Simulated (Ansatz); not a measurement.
Isolated molecules relaxed with PBE0-D4/def2-TZVP in Ansatz; ΔE leaves out vibrations. CCSD(T)/CBS adds triple-zeta CCSD(T) − MP2 to the extrapolated MP2 energy (def2 sets, frozen cores). Functionals use def2-TZVPP. B3LYP here is the variant with VWN-RPA as its local correlation; programs differ in this. For Ge outer-core shells are correlated without core-valence functions, which leaves a few kJ/mol of doubt a bond. Scalar relativity is left out up to krypton. Each species was taken in one conformer, which may not be the lowest.

`B[N](C)[GeH3]` + `NBCl` → `CNBCl` + `B[NH][GeH3]`  (substitution at a C–N bond)

(1) Is it downhill or uphill in electronic energy at CCSD(T)/CBS, and by how much? (An estimate is asked.)

(2) What do these levels give: revPBE, B3LYP, r2SCAN0, CCSD(T)/def2-SVP, CCSD/def2-TZVPP, HF/CBS(def2)? (Best estimate.)

Largest T1 diagnostic among the species: 0.013.

Answers

(1) Computed: Nearly level: ΔE = +0.6 kJ/mol.

(2) Computed: revPBE -4.8, B3LYP -5.1, r2SCAN0 -2.2, CCSD(T)/def2-SVP -2.3, CCSD/def2-TZVPP -0.9, HF/CBS(def2) -9.3 kJ/mol.

Leaving LDA and LC-ωPBE aside and taking each functional with its dispersion term where it has one, the values, not all of them listed here, spread over 3.6 kJ/mol, from B2PLYP to revPBE-D4. LDA lies +4.3 kJ/mol from PBE without D4. The D4 term adds +4.3 kJ/mol with B3LYP and +2.2 kJ/mol with PBE0; it sums over pairs of atoms, weighted by their polarisabilities, and B3LYP, whose exchange is more repulsive, gets the larger term. In def2-TZVPP, CCSD(T) changes the Hartree–Fock value by +9.7 kJ/mol (the triples alone add +1.5 kJ/mol) and MP2 by +11.6 kJ/mol.
